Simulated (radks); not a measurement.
Question: Neutral hafnium is in [Xe] 4f14 5d2 6s2. Calculated with a radial shooting solver on a logarithmic mesh with Libxc functionals: scalar-relativistic Kohn-Sham, LDA (Slater exchange, Perdew-Wang correlation), spin-polarised, spherical densities, finite nucleus; Fermi nuclear charge, rms radius of each element as measured or else 0.836 A^(1/3) + 0.57 fm. Open shells are filled with parallel spins first. One electron is removed from 5p, 4f, 5d, 6s in turn, with full relaxation. Which removal costs least, and what does each cost?

Answer: 5d 7.058 eV; 6s 7.471 eV; 4f 25.159 eV; 5p 40.420 eV. The 5d electron leaves first.
